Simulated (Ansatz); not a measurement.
A made-up structure of AlH2Se, doublet:

```
4
angstrom
Al 1.7789 0.6400 0.8938
Se -0.1782 -0.0641 -0.0895
H -1.0528 0.9849 -0.7336
H -0.4915 -1.5405 -0.0424
```

It is relaxed with PBE-D4/def2-SVP and then PBE0-D4/def2-TZVP (Ansatz 0.2.0). Atoms count as bonded within 1.22 times the sum of their covalent radii (H–H: 0.88 Å). The end point is not checked to be a true minimum.

(1) Does its bonding change? (Judge from chemistry; the calculation decides.)

Results:

(1) By the calculation: No: no bond forms or breaks.

Where it ends: The first stage lowers the energy by 0.94 eV in 5 steps. It ends as AlH₂Se ([Al][SeH2]):
Al1  (2.110, 0.759, 1.060)
Se2  (-0.097, -0.035, -0.049)
H3  (-1.202, 0.654, -0.767)
H4  (-0.755, -1.358, -0.216)
(Å)

Labels in which every atom is bracketed show which atoms are joined, not bond orders.

For scale, one of the runs: PBE0-D4/def2-TZVP relaxation, 97 basis functions, launched by `ansatz run in.yaml --threads 2 --pin off --events-out ev --progress --plain --max-ram 4352MiB`. Hardware: 2 CPU threads of an Arm Neoverse V1, shared host. Wall time about 17 s.
